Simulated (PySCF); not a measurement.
Compound: C₅H₇F₃Si.
SMILES with atom numbers: `[CH3:1][C:2]#[C:3][Si@H:4]([CH3:5])[C:6]([F:7])([F:8])[F:9]` (hydrogens: H10, H11, H12 on C1; H13 on Si4; H14, H15, H16 on C5)

Structure optimised with GFN2-xTB, isolated species.

Task: Give the optimised bond lengths and angles.

Result: 
```csv
bond,length (pm)
C1–C2,144.1
C2≡C3,120.7
C3–Si4,183.7
Si4–C5,189.3
Si4–C6,195.7
"C6–F7, C6–F8, C6–F9",135.1
"C1–H10, C1–H11, C1–H12",109.0
Si4–H13,146.4
"C5–H14, C5–H15, C5–H16",108.7
```

Bonds in one row agree within 1 pm and their mean is given. A selection of angles:
```csv
angle,degrees
C2–C1–H10,109.7
H10–C1–H11,109.1
C1–C2–C3,179.9
C2–C3–Si4,179.0
C3–Si4–C5,114.0
C3–Si4–C6,103.6
C3–Si4–H13,112.9
C5–Si4–C6,105.3
C5–Si4–H13,114.9
C6–Si4–H13,104.6
Si4–C5–H14,111.0
H14–C5–H15,107.8
Si4–C6–F7,113.2
Si4–C6–F8,112.4
F7–C6–F8,105.7
```

Torsions: C3–Si4–C6–F7 -60° (synclinal).

The 2 C–C bonds span 1.207 Å (C2≡C3, drawn triple) to 1.441 Å (C1–C2, drawn single), a spread of 0.234 Å. The C–Si distances run from 1.837 Å (C3–Si4, drawn single) to 1.957 Å (Si4–C6, drawn single), a spread of 0.120 Å. Si4 (SiH silicon) is distorted tetrahedral (angles from 103.6° to 114.9°). All 3 C–F bonds measure 1.350 to 1.352 Å.

Point group: C1 (no symmetry element, even within 0.4 Å). Stationary, but not proved a minimum.

The numbers are calculated, not measured.
